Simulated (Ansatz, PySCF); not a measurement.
Molecule (SMILES): C=C(F)F.
Geometry (B3LYP-D3(BJ)/def2-TZVP, fixed):
```
C
C 1 1.3156
F 1 1.3225 2 125.22
F 1 1.3225 2 125.22 3 -180.00
H 2 1.0775 1 119.81 3 0.00
H 2 1.0775 5 120.39 1 180.00
```
Charge 0, spin multiplicity 1.

Near-linear dependence at HF/aug-pcseg-2 with PySCF (spherical functions, density fitting): canonical orthogonalisation drops combinations whose overlap eigenvalue lies under the threshold. The set has 230 functions.

| threshold | orbitals kept | energy minus last row (mEh) | SCF cycles |
|---|---|---|---|
| 1e-3 | 213 | 0.562 | 11 |
| 1e-4 | 224 | 0.133 | 11 |
| 1e-5 | 228 | 0.045 | 11 |
| 1e-6 | 230 | 0.000 | 11 |
| 1e-7 | 230 | 0.000 | 11 |
| 1e-9 | 230 | 0.000 | 11 |

The smallest overlap eigenvalue is 3.8e-06. Ansatz (a program for electronic structure) at its default drops 0 functions.
